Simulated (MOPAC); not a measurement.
Job for MOPAC: PM3 on H2 (SMILES [H][H]).

```
PM3 1SCF PRECISE CHARGE=0 THREADS=1
H2

H     -0.39781017 1    -0.77197386 1    -0.13853253 1
H     -0.31462272 1    -0.32971041 1     0.45481437 1
```

Output:

```
*******************************************************************************
 **                                                                           **
 **                              MOPAC v23.2.5                                **
 **                                                                           **
 *******************************************************************************
 ** MOPAC's Digital Object Identifier: https://doi.org/10.5281/zenodo.6511958 **
 **                                                                           **
 ** Please cite the open-source release paper for use of this MOPAC version:  **
 ** J. E. Moussa and J. J. P. Stewart (2026)                                  **
 ** MOPAC: An open-source semiempirical molecular orbital program             **
 ** J. Open Source Softw., 11(119), 8025, https://doi.org/10.21105/joss.08025 **
 *******************************************************************************

                              PM3 CALCULATION RESULTS

 *******************************************************************************
 *  PM3        - The PM3 Hamiltonian to be used
 *
 *
 *
 *                 CHARGE ON SYSTEM = 0
 *
 *
 *
 *  PRECISE    - TIGHTER CRITERIA TO BE USED
 *  1SCF       - DO 1 SCF AND THEN STOP
 *  THREADS=1  - MULTI-THREADING NOT USED
 *  T=         - A TIME OF 172800.0 SECONDS REQUESTED
 *  DUMP=N     - RESTART FILE WRITTEN EVERY 7200.0 SECONDS REQUESTED
 *******************************************************************************
PM3 1SCF PRECISE CHARGE=0 THREADS=1
 H2

   ATOM   CHEMICAL          X               Y               Z
  NUMBER   SYMBOL      (ANGSTROMS)     (ANGSTROMS)     (ANGSTROMS)

     1       H         -0.39781017  *  -0.77197386  *  -0.13853253  *
     2       H         -0.31462272  *  -0.32971041  *   0.45481437  *



          CARTESIAN COORDINATES

    NO.       ATOM           X           Y           Z

     1         H         -0.3978     -0.7720     -0.1385
     2         H         -0.3146     -0.3297      0.4548

  H: (PM3): J. J. P. STEWART, J. COMP. CHEM. 10, 209 (1989).

           Empirical Formula: H2  =     2 atoms



      MOLECULAR POINT GROUP   :   D*h


      RHF CALCULATION, NO. OF DOUBLY OCCUPIED LEVELS = 1


 -------------------------------------------------------------------------------
 PM3 1SCF PRECISE CHARGE=0 THREADS=1
 H2



     1SCF WAS SPECIFIED, SO BFGS WAS NOT USED
     SCF FIELD WAS ACHIEVED


                              PM3 CALCULATION
                                                       MOPAC v23.2.5 Linux




          FINAL HEAT OF FORMATION =        -12.55071 KCAL/MOL =     -52.51215 KJ/MOL


          COSMO AREA              =         27.23 SQUARE ANGSTROMS
          COSMO VOLUME            =         13.04 CUBIC ANGSTROMS

          IONIZATION POTENTIAL    =         15.846409 EV
          HOMO LUMO ENERGIES (EV) =        -15.846  4.494
          NO. OF FILLED LEVELS    =          1
          MOLECULAR WEIGHT        =          2.0158         POINT GROUP:  D*h

          MOLECULAR DIMENSIONS (Angstroms)

            Atom       Atom       Distance
            H     2    H     1     0.74470
            H     2    H     1     0.00000
            H     1    H     2     0.00000


          SCF CALCULATIONS        =          1





   ATOM   CHEMICAL          X               Y               Z
  NUMBER   SYMBOL      (ANGSTROMS)     (ANGSTROMS)     (ANGSTROMS)

     1       H         -0.39781017  *  -0.77197386  *  -0.13853253  *
     2       H         -0.31462272  *  -0.32971041  *   0.45481437  *

                             CARTESIAN COORDINATES

   1    H       -0.397810170    -0.771973860    -0.138532530
   2    H       -0.314622720    -0.329710410     0.454814370


           Empirical Formula: H2  =     2 atoms



      MOLECULAR POINT GROUP   :   D*h


                  EIGENVALUES
 -15.84641   4.49397


              NET ATOMIC CHARGES AND DIPOLE CONTRIBUTIONS

  ATOM NO.   TYPE          CHARGE      No. of ELECS.   s-Pop
    1          H          -0.000000        1.0000     1.00000
    2          H           0.000000        1.0000     1.00000
 DIPOLE           X         Y         Z       TOTAL
 POINT-CHG.     0.000     0.000     0.000     0.000
 HYBRID         0.000     0.000     0.000     0.000
 SUM            0.000     0.000     0.000     0.000


          ATOMIC ORBITAL ELECTRON POPULATIONS

     Atom    s
    1  H   1.00000
    2  H   1.00000

 **********************
 *                    *
 * JOB ENDED NORMALLY *
 *                    *
 **********************




 == MOPAC DONE ==
```

The run finished.

Cost: around 0.03 core-seconds (rough).
